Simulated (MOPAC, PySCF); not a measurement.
Constitutional and geometric isomers with formula C2H6N2. Gas-phase values, no solvent. One relaxed conformer stands for each flexible species; it need not be the lowest. Strings in code marks are SMILES.

Quantity: electronic energy of isomers of C2H6N2 relative to `[H]/N=C(/C)N`, in kcal/mol. Semi-empirical values (MOPAC) are differences of heats of formation.

Level 1: B3LYP/3-21G // B3LYP-D3(BJ)/def2-TZVP (PySCF)
Level 2: PBE/6-31G* // B3LYP-D3(BJ)/def2-TZVP (PySCF)
Level 3: AM1 // B3LYP-D3(BJ)/def2-TZVP (MOPAC)
Level 4: PM6 // B3LYP-D3(BJ)/def2-TZVP (MOPAC)

```
species                            level 1  level 2  level 3  level 4
---------------------------------  -------  -------  -------  -------
`C=C(N)N`                             8.70     11.6     5.35     0.78
`C1NCN1`                              39.9     33.2     32.5     22.0
`[H]/N=C\NC` (C–N–C–N torsion 6°)     7.58     7.59     6.51     12.1
```
